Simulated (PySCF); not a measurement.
C7H6F3: g tensor and hyperfine couplings

Species: C7H6F3 (doublet state).
Geometry (GFN2-xTB, Å), atoms numbered from 1 in this order:
```xyz
16
C7H6F3 angstrom
F      1.9230   -1.2812    1.4637
C      2.1998   -0.1627    0.8062
F      3.4681    0.1800    0.9756
C      1.3070    0.5046    0.0829
F      1.6959    1.6300   -0.5486
C     -0.1107    0.1277   -0.1161
C     -0.8464   -1.0598    0.5215
C     -1.8150   -0.2882   -0.3866
C     -0.7448   -0.2175   -1.4827
C     -1.3171    1.0407    0.1952
H     -0.5453   -2.0521    0.2030
H     -1.0189   -1.0126    1.5913
H     -0.4326   -1.1515   -1.9379
H     -0.8198    0.5885   -2.2046
H     -1.5212    1.2340    1.2432
H     -1.4297    1.9288   -0.4175
```

The hyperfine couplings belong to this conformer and change with its torsions.

Identity: `FC(F)=C(F)C12C[C](C1)C2` [radical].

Computed, not measured: UKS B3LYP, pcH-1 on C F H, non-relativistic, mean-field spin-orbit, GIAO in PySCF. Isolated species at its GFN2-xTB geometry (one conformer only). A GFN2-xTB geometry isn't a minimum of the functional, and hyperfine couplings can be far from their values at a DFT geometry. No stability test was run, so a lower SCF solution isn't excluded.

```json
{"g1, g2, g3": "2.00212, 2.00287, 2.00291", "g_iso": "2.00263", "Form of g": "close to axial: the two nearest values differ by 6 % of g3 − g1", "⟨S²⟩": "0.7524 (exact 0.7500)"}
```

Hyperfine couplings atom by atom, in 10⁻⁴ cm⁻¹; T1 to T3 are the principal values of the dipolar part (1 × 10⁻⁴ cm⁻¹ = 2.998 MHz):

| atom | isotope | a_iso | T1 | T2 | T3 | Mulliken spin population |
| --- | --- | --- | --- | --- | --- | --- |
| F1 | 19F | -0.9 | -2.3 | 0.9 | 1.3 | 0.00 |
| C2 | 13C | 2.0 | -1.1 | 0.3 | 0.8 | -0.01 |
| F3 | 19F | 5.1 | -4.1 | -0.9 | 5.0 | 0.00 |
| C4 | 13C | 39.2 | -2.6 | -1.5 | 4.1 | 0.06 |
| F5 | 19F | 0.6 | -3.8 | -0.8 | 4.7 | 0.00 |
| C6 | 13C | 35.0 | -0.7 | -0.7 | 1.4 | 0.03 |
| C7 | 13C | 3.2 | -3.1 | -2.1 | 5.2 | 0.04 |
| C8 | 13C | 116.6 | -22.0 | -21.9 | 43.9 | 0.82 |
| C9 | 13C | 3.3 | -3.0 | -2.0 | 5.1 | 0.04 |
| C10 | 13C | 3.4 | -3.0 | -2.0 | 5.1 | 0.04 |
| H11 | 1H | -0.8 | -2.0 | -1.2 | 3.2 | 0.00 |
| H12 | 1H | -0.8 | -2.0 | -1.2 | 3.2 | 0.00 |
| H13 | 1H | -0.8 | -2.0 | -1.2 | 3.2 | 0.00 |
| H14 | 1H | -0.7 | -2.0 | -1.2 | 3.2 | 0.00 |
| H15 | 1H | -0.8 | -2.0 | -1.2 | 3.2 | 0.00 |
| H16 | 1H | -0.6 | -2.0 | -1.2 | 3.2 | 0.00 |

The Mulliken spin populations are largest on C8 (+0.82) and C4 (+0.06). No atom but C8 exceeds +0.15. The angles at C8 add up to 271.0°, so it is pyramidal.

Under fast tumbling the dipolar parts average out, and these isotropic splittings remain: 1 × 19F (F3, I = 1/2, 2 lines) with 0.54 mT, 1 × 19F (F1, I = 1/2, 2 lines) with 0.10 mT, 6 × 1H (H11 (×6), I = 1/2, 7 lines) with 0.08 mT and 1 × 19F (F5, I = 1/2, 2 lines) with 0.06 mT.

Nuclei that the bonding pattern makes equivalent are averaged, as if the motion that swaps them (rotation, inversion, ring flip) were fast.

The 13C coupling of C8 (349.5 MHz) shows only in satellite lines or after enrichment, since that isotope makes up about 1.07 % of natural carbon.
